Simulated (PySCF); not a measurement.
**Electron correlation in Fe (iron, neutral)**

[Ar] 3d6 4s2, high-spin 5D determinant. Calculation: PySCF 2.14, in x2c-TZVPall (6s5p4d1f, 48 functions); the spin-free X2C one-electron Hamiltonian (Gaussian nucleus). Frozen: [Ar]; 8 electrons correlated.

MP2 pair energies summed by pair of shells (mhartree):

| pair | energy | share (%) |
| --- | --- | --- |
| 3d-3d | -102.55 | 69.4 |
| 3d-4s | -23.98 | 16.2 |
| 4s-4s | -21.27 | 14.4 |

Total MP2 correlation energy: -147.80 mhartree.

Same-spin part -69.88 and opposite-spin part -77.92 mhartree; SCS-MP2 scales them by 1/3 and 6/5 to -116.79 mhartree.
